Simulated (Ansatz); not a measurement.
A short molecular-dynamics run on CH₄Cl₃GeN (`C[NH][Ge]([Cl])([Cl])[Cl]`).

```yaml
crystal:
  periodic: [false, false, false]
  atoms:
    - {symbol: C, position_ang: [0.428613, -1.220501, 0.719460]}
    - {symbol: N, position_ang: [0.779373, -0.019454, -0.021788]}
    - {symbol: Ge, position_ang: [-0.508893, 1.124097, -0.541082]}
    - {symbol: Cl, position_ang: [-2.080779, 0.236410, -1.695389]}
    - {symbol: Cl, position_ang: [0.399266, 2.643981, -1.713834]}
    - {symbol: Cl, position_ang: [-1.433349, 1.957239, 1.182466]}
    - {symbol: H, position_ang: [1.330926, -1.648543, 1.161614]}
    - {symbol: H, position_ang: [-0.062003, -1.990221, 0.112618]}
    - {symbol: H, position_ang: [-0.240427, -0.958099, 1.541435]}
    - {symbol: H, position_ang: [1.470173, -0.176109, -0.742700]}
basis:
  gaussian: {orbitals: def2-SVP}
hamiltonian: {xc: {name: r2SCAN}, dispersion: rvv10}
md: {timestep: 0.5 fs, n_steps: 20, ensemble: nve, temperature: 300, initial_velocities: maxwell_boltzmann, seed: 85}
```

```sh
$ ansatz run in.yaml --threads 4 --pin off --events-out ev --progress --plain --max-ram 11315MiB
```

```
step  time (fs)  potential energy (eV)  kinetic (eV)  T (K)  conserved (eV)
   0        0.0            -96653.5014        0.3102    300     -96653.1912
   1        0.5            -96653.4909        0.3000    290     -96653.1909
   2        1.0            -96653.4613        0.2713    262     -96653.1900
   3        1.5            -96653.4258        0.2367    229     -96653.1891
   4        2.0            -96653.3990        0.2105    204     -96653.1886
   5        2.5            -96653.3885        0.1998    193     -96653.1888
   6        3.0            -96653.3915        0.2021    195     -96653.1893
   7        3.5            -96653.3989        0.2091    202     -96653.1899
   8        4.0            -96653.4024        0.2123    205     -96653.1901
   9        4.5            -96653.3982        0.2082    201     -96653.1900
  10        5.0            -96653.3870        0.1973    191     -96653.1897
  11        5.5            -96653.3722        0.1827    177     -96653.1895
  12        6.0            -96653.3570        0.1676    162     -96653.1894
  13        6.5            -96653.3440        0.1547    150     -96653.1893
  14        7.0            -96653.3352        0.1460    141     -96653.1892
  15        7.5            -96653.3323        0.1431    138     -96653.1891
  16        8.0            -96653.3359        0.1467    142     -96653.1892
  17        8.5            -96653.3447        0.1552    150     -96653.1895
  18        9.0            -96653.3550        0.1651    160     -96653.1898
  19        9.5            -96653.3616        0.1715    166     -96653.1901
  20       10.0            -96653.3616        0.1716    166     -96653.1899
```

Velocities are drawn at the set temperature; a run this short doesn't reach equilibrium.

Frames (Å, forces in eV/Å):

```xyz
10
time=0.0 fs
C     0.429   -1.221    0.719    0.061    0.200   -0.125
N     0.779   -0.019   -0.022   -0.232    0.148    0.193
Ge   -0.509    1.124   -0.541    0.163   -0.118    0.050
Cl   -2.081    0.236   -1.695   -0.187   -0.124   -0.132
Cl    0.399    2.644   -1.714    0.120    0.174   -0.134
Cl   -1.433    1.957    1.182   -0.100    0.080    0.214
H     1.331   -1.649    1.162    0.250   -0.145    0.146
H    -0.062   -1.990    0.113   -0.160   -0.265   -0.171
H    -0.240   -0.958    1.541   -0.198    0.079    0.245
H     1.470   -0.176   -0.743    0.282   -0.029   -0.286
10
time=0.5 fs
C     0.426   -1.222    0.722    0.267    0.184    0.047
N     0.782   -0.016   -0.024   -0.857    0.031    0.926
Ge   -0.508    1.124   -0.542    0.130   -0.119    0.059
Cl   -2.082    0.236   -1.695   -0.166   -0.118   -0.119
Cl    0.399    2.644   -1.713    0.127    0.198   -0.153
Cl   -1.433    1.956    1.183   -0.091    0.071    0.199
H     1.342   -1.657    1.166   -0.161    0.033   -0.046
H    -0.074   -1.989    0.113   -0.069   -0.191   -0.112
H    -0.247   -0.959    1.549   -0.025    0.047    0.080
H     1.465   -0.178   -0.727    0.845   -0.138   -0.882
10
time=1.0 fs
C     0.424   -1.223    0.725    0.423    0.162    0.192
N     0.785   -0.012   -0.025   -1.421   -0.076    1.585
Ge   -0.507    1.125   -0.543    0.097   -0.121    0.067
Cl   -2.084    0.236   -1.695   -0.145   -0.111   -0.106
Cl    0.399    2.644   -1.712    0.134    0.222   -0.172
Cl   -1.433    1.955    1.183   -0.082    0.062    0.184
H     1.352   -1.665    1.171   -0.532    0.194   -0.217
H    -0.085   -1.988    0.114    0.031   -0.105   -0.042
H    -0.254   -0.959    1.557    0.144    0.015   -0.083
H     1.462   -0.180   -0.713    1.350   -0.243   -1.408
10
time=1.5 fs
C     0.422   -1.224    0.728    0.525    0.141    0.295
N     0.787   -0.009   -0.027   -1.811   -0.200    2.060
Ge   -0.506    1.125   -0.544    0.063   -0.124    0.073
Cl   -2.085    0.236   -1.695   -0.125   -0.104   -0.094
Cl    0.399    2.644   -1.712    0.141    0.246   -0.191
Cl   -1.433    1.954    1.183   -0.073    0.054    0.169
H     1.361   -1.673    1.174   -0.841    0.329   -0.356
H    -0.097   -1.987    0.114    0.133   -0.014    0.032
H    -0.260   -0.960    1.565    0.300   -0.012   -0.233
H     1.463   -0.182   -0.703    1.688   -0.316   -1.757
10
time=2.0 fs
C     0.420   -1.226    0.731    0.576    0.131    0.348
N     0.789   -0.005   -0.028   -1.938   -0.367    2.272
Ge   -0.506    1.125   -0.545    0.028   -0.126    0.077
Cl   -2.087    0.235   -1.695   -0.105   -0.097   -0.082
Cl    0.398    2.644   -1.711    0.148    0.269   -0.209
Cl   -1.433    1.954    1.184   -0.065    0.046    0.155
H     1.368   -1.680    1.178   -1.076    0.433   -0.459
H    -0.108   -1.986    0.115    0.231    0.073    0.104
H    -0.266   -0.960    1.573    0.431   -0.033   -0.358
H     1.467   -0.186   -0.697    1.770   -0.329   -1.847
10
time=2.5 fs
C     0.419   -1.227    0.734    0.584    0.135    0.350
N     0.791   -0.002   -0.029   -1.772   -0.588    2.200
Ge   -0.505    1.125   -0.546   -0.010   -0.130    0.078
Cl   -2.088    0.235   -1.695   -0.087   -0.089   -0.071
Cl    0.398    2.644   -1.710    0.156    0.292   -0.227
Cl   -1.433    1.953    1.184   -0.057    0.039    0.141
H     1.373   -1.686    1.179   -1.235    0.504   -0.527
H    -0.119   -1.985    0.115    0.320    0.150    0.169
H    -0.271   -0.961    1.579    0.533   -0.044   -0.452
H     1.476   -0.190   -0.695    1.568   -0.269   -1.662
10
time=3.0 fs
C     0.417   -1.228    0.737    0.556    0.160    0.301
N     0.792    0.002   -0.029   -1.363   -0.857    1.902
Ge   -0.504    1.125   -0.547   -0.049   -0.133    0.078
Cl   -2.089    0.235   -1.695   -0.069   -0.082   -0.061
Cl    0.398    2.644   -1.709    0.163    0.315   -0.245
Cl   -1.433    1.952    1.184   -0.049    0.032    0.128
H     1.375   -1.691    1.180   -1.315    0.541   -0.558
H    -0.129   -1.984    0.116    0.395    0.212    0.221
H    -0.274   -0.962    1.584    0.601   -0.045   -0.509
H     1.488   -0.194   -0.698    1.130   -0.143   -1.257
10
time=3.5 fs
C     0.415   -1.229    0.740    0.498    0.211    0.202
N     0.793    0.005   -0.029   -0.812   -1.149    1.477
Ge   -0.503    1.126   -0.548   -0.088   -0.138    0.076
Cl   -2.091    0.235   -1.695   -0.053   -0.075   -0.052
Cl    0.398    2.644   -1.709    0.171    0.337   -0.262
Cl   -1.433    1.951    1.185   -0.043    0.027    0.115
H     1.373   -1.694    1.180   -1.315    0.543   -0.554
H    -0.138   -1.982    0.118    0.453    0.256    0.257
H    -0.276   -0.963    1.589    0.633   -0.034   -0.527
H     1.503   -0.199   -0.703    0.555    0.023   -0.733
10
time=4.0 fs
C     0.414   -1.230    0.744    0.413    0.291    0.056
N     0.794    0.008   -0.028   -0.228   -1.435    1.025
Ge   -0.502    1.126   -0.549   -0.126   -0.145    0.076
Cl   -2.092    0.234   -1.695   -0.036   -0.067   -0.043
Cl    0.397    2.644   -1.708    0.178    0.358   -0.278
Cl   -1.433    1.950    1.185   -0.036    0.021    0.103
H     1.368   -1.697    1.178   -1.236    0.509   -0.515
H    -0.146   -1.980    0.120    0.491    0.278    0.274
H    -0.277   -0.964    1.592    0.629   -0.012   -0.507
H     1.519   -0.205   -0.710   -0.048    0.201   -0.192
10
time=4.5 fs
C     0.412   -1.231    0.747    0.303    0.405   -0.134
N     0.795    0.010   -0.028    0.303   -1.689    0.620
Ge   -0.501    1.126   -0.550   -0.162   -0.154    0.077
Cl   -2.094    0.234   -1.695   -0.021   -0.059   -0.035
Cl    0.397    2.645   -1.707    0.186    0.379   -0.294
Cl   -1.433    1.949    1.185   -0.030    0.016    0.091
H     1.361   -1.698    1.174   -1.077    0.440   -0.442
H    -0.153   -1.977    0.123    0.506    0.278    0.271
H    -0.276   -0.964    1.593    0.590    0.022   -0.448
H     1.536   -0.209   -0.718   -0.598    0.363    0.294
10
time=5.0 fs
C     0.411   -1.232    0.750    0.166    0.555   -0.365
N     0.796    0.013   -0.027    0.733   -1.898    0.299
Ge   -0.501    1.126   -0.551   -0.194   -0.167    0.082
Cl   -2.095    0.234   -1.695   -0.005   -0.051   -0.026
Cl    0.397    2.645   -1.707    0.193    0.398   -0.310
Cl   -1.434    1.948    1.186   -0.024    0.011    0.078
H     1.351   -1.698    1.170   -0.839    0.334   -0.336
H    -0.159   -1.973    0.127    0.498    0.256    0.247
H    -0.273   -0.965    1.594    0.519    0.067   -0.354
H     1.550   -0.213   -0.725   -1.048    0.495    0.684
10
time=5.5 fs
C     0.410   -1.233    0.753    0.005    0.743   -0.630
N     0.797    0.015   -0.027    1.039   -2.054    0.077
Ge   -0.500    1.126   -0.553   -0.223   -0.183    0.091
Cl   -2.097    0.233   -1.695    0.011   -0.044   -0.018
Cl    0.397    2.645   -1.706    0.200    0.417   -0.325
Cl   -1.434    1.947    1.186   -0.018    0.006    0.066
H     1.338   -1.697    1.165   -0.525    0.192   -0.200
H    -0.163   -1.969    0.131    0.468    0.212    0.203
H    -0.269   -0.966    1.594    0.419    0.120   -0.228
H     1.563   -0.215   -0.730   -1.377    0.590    0.964
10
time=6.0 fs
C     0.409   -1.234    0.756   -0.177    0.965   -0.917
N     0.799    0.017   -0.026    1.217   -2.156   -0.050
Ge   -0.499    1.127   -0.554   -0.246   -0.204    0.106
Cl   -2.098    0.233   -1.695    0.028   -0.036   -0.010
Cl    0.397    2.645   -1.706    0.207    0.434   -0.339
Cl   -1.434    1.946    1.186   -0.012    0.002    0.054
H     1.325   -1.695    1.160   -0.149    0.020   -0.040
H    -0.166   -1.964    0.135    0.415    0.150    0.140
H    -0.265   -0.967    1.593    0.297    0.180   -0.080
H     1.572   -0.216   -0.733   -1.581    0.645    1.135
10
time=6.5 fs
C     0.407   -1.234    0.759   -0.364    1.211   -1.210
N     0.800    0.018   -0.026    1.269   -2.204   -0.084
Ge   -0.498    1.127   -0.555   -0.263   -0.229    0.127
Cl   -2.100    0.233   -1.695    0.045   -0.028   -0.001
Cl    0.397    2.646   -1.705    0.214    0.451   -0.353
Cl   -1.434    1.945    1.187   -0.005   -0.003    0.041
H     1.311   -1.694    1.154    0.265   -0.172    0.134
H    -0.168   -1.958    0.140    0.342    0.070    0.062
H    -0.259   -0.967    1.592    0.161    0.243    0.083
H     1.577   -0.216   -0.733   -1.663    0.661    1.201
10
time=7.0 fs
C     0.406   -1.235    0.762   -0.534    1.465   -1.483
N     0.802    0.019   -0.025    1.194   -2.200   -0.028
Ge   -0.497    1.127   -0.556   -0.276   -0.258    0.154
Cl   -2.101    0.232   -1.695    0.063   -0.020    0.008
Cl    0.397    2.646   -1.704    0.221    0.466   -0.366
Cl   -1.434    1.945    1.187    0.001   -0.008    0.028
H     1.298   -1.693    1.149    0.681   -0.367    0.306
H    -0.170   -1.953    0.145    0.253   -0.020   -0.029
H    -0.254   -0.966    1.591    0.022    0.305    0.247
H     1.578   -0.214   -0.730   -1.624    0.637    1.164
10
time=7.5 fs
C     0.404   -1.235    0.764   -0.655    1.702   -1.709
N     0.804    0.020   -0.024    0.991   -2.145    0.118
Ge   -0.497    1.127   -0.557   -0.285   -0.290    0.187
Cl   -2.103    0.232   -1.695    0.082   -0.012    0.017
Cl    0.396    2.646   -1.704    0.228    0.480   -0.379
Cl   -1.434    1.944    1.187    0.007   -0.013    0.014
H     1.286   -1.693    1.144    1.049   -0.540    0.456
H    -0.171   -1.948    0.150    0.152   -0.117   -0.125
H    -0.248   -0.965    1.591   -0.107    0.361    0.398
H     1.575   -0.210   -0.725   -1.461    0.573    1.023
10
time=8.0 fs
C     0.403   -1.234    0.766   -0.693    1.895   -1.858
N     0.806    0.020   -0.024    0.658   -2.039    0.360
Ge   -0.496    1.127   -0.558   -0.289   -0.324    0.226
Cl   -2.104    0.232   -1.695    0.101   -0.005    0.026
Cl    0.396    2.647   -1.703    0.235    0.492   -0.390
Cl   -1.434    1.943    1.188    0.013   -0.017    0.000
H     1.277   -1.694    1.141    1.317   -0.665    0.562
H    -0.171   -1.943    0.155    0.047   -0.212   -0.219
H    -0.242   -0.963    1.592   -0.215    0.403    0.519
H     1.569   -0.205   -0.717   -1.173    0.471    0.775
10
time=8.5 fs
C     0.401   -1.234    0.767   -0.624    2.017   -1.906
N     0.808    0.020   -0.023    0.196   -1.885    0.699
Ge   -0.495    1.127   -0.559   -0.292   -0.361    0.268
Cl   -2.106    0.232   -1.695    0.121    0.003    0.035
Cl    0.396    2.647   -1.703    0.241    0.503   -0.401
Cl   -1.434    1.942    1.188    0.020   -0.022   -0.014
H     1.271   -1.697    1.138    1.442   -0.717    0.607
H    -0.172   -1.938    0.159   -0.056   -0.298   -0.305
H    -0.237   -0.959    1.594   -0.290    0.429    0.596
H     1.560   -0.199   -0.707   -0.759    0.330    0.420
10
time=9.0 fs
C     0.399   -1.232    0.769   -0.442    2.051   -1.845
N     0.811    0.020   -0.022   -0.380   -1.689    1.128
Ge   -0.494    1.127   -0.560   -0.293   -0.397    0.313
Cl   -2.107    0.231   -1.695    0.142    0.011    0.045
Cl    0.396    2.647   -1.703    0.248    0.513   -0.411
Cl   -1.434    1.941    1.189    0.026   -0.026   -0.028
H     1.269   -1.701    1.138    1.402   -0.686    0.585
H    -0.172   -1.934    0.163   -0.147   -0.365   -0.372
H    -0.233   -0.955    1.597   -0.324    0.432    0.618
H     1.550   -0.192   -0.696   -0.233    0.157   -0.033
10
time=9.5 fs
C     0.397   -1.231    0.769   -0.171    1.991   -1.684
N     0.813    0.019   -0.021   -1.028   -1.465    1.615
Ge   -0.494    1.128   -0.561   -0.294   -0.433    0.360
Cl   -2.109    0.231   -1.695    0.163    0.018    0.054
Cl    0.396    2.648   -1.702    0.254    0.521   -0.420
Cl   -1.434    1.940    1.189    0.033   -0.030   -0.043
H     1.270   -1.708    1.138    1.210   -0.573    0.501
H    -0.173   -1.931    0.165   -0.218   -0.406   -0.413
H    -0.229   -0.950    1.602   -0.315    0.412    0.582
H     1.538   -0.185   -0.686    0.367   -0.036   -0.552
10
time=10.0 fs
C     0.395   -1.229    0.770    0.151    1.848   -1.446
N     0.815    0.018   -0.020   -1.673   -1.235    2.100
Ge   -0.493    1.128   -0.561   -0.296   -0.467    0.406
Cl   -2.110    0.231   -1.695    0.183    0.026    0.063
Cl    0.396    2.648   -1.702    0.260    0.527   -0.428
Cl   -1.434    1.939    1.189    0.039   -0.033   -0.056
H     1.273   -1.715    1.140    0.899   -0.395    0.369
H    -0.175   -1.929    0.167   -0.263   -0.414   -0.421
H    -0.226   -0.944    1.608   -0.266    0.368    0.489
H     1.528   -0.178   -0.676    0.966   -0.225   -1.074
```

Run time 5.1 min (4 threads of an Intel Xeon on a shared host); peak host memory 0.28 GiB.
